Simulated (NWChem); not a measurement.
System: SbH3O3; SMILES [OH][Sb]([OH])[OH]

```xyz
7

Sb     0.0366    -0.0680     0.3733
O     -0.0091    -1.6605    -0.7992
H      0.0930    -1.4229    -1.7312
O     -1.3975     0.9736    -0.5360
H     -2.2847     0.6188    -0.4032
O      1.3419     1.0263    -0.6204
H      0.8456     1.5593    -1.2598
```
Atoms are numbered in this order, from 1.

Results from NWChem. The geometry was optimised at PBE0/def2-SVP. def2 effective core potentials on Sb; no spin-orbit coupling. Vertical excitations in the gas phase.

Problem. What does the run give for PBE/def2-SVP, TDA? Quantities: lowest excitation, singlet (eV); oscillator strength of that lowest state; orbital gap (eV).

Solution. 
```yaml
lowest excitation, singlet (eV): 5.28
oscillator_strength_of_that_lowest_state: 0.012
orbital gap (eV): 4.96
```
